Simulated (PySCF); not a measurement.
Correlation energy of Hg²⁺ (mercury, charge +2)

[Xe] 4f14 5d9 6p1, one real determinant (an excited configuration). Computed with PySCF 2.14 in def2-QZVPPD with the def2 core potential (60 electrons), with scalar relativity through the core potential. Frozen: 5s2 5p6; 10 electrons correlated.

```tsv
level	correlation energy (mhartree)
CCSD	-288.21
(T)	-9.69
CCSD(T)	-297.90
```

Diagnostics: T1 = 0.0080, D1 = 0.0325, largest double amplitude 0.041.

The real determinant used has ⟨L²⟩ near 8 against 12 for a pure F term, so it mixes terms. Spin-orbit coupling, absent here, splits the open shell strongly.

Cost of the coupled-cluster step: roughly 40 core-seconds, for 10 correlated electrons.

The reference is one real determinant that mixes LS terms of this configuration.
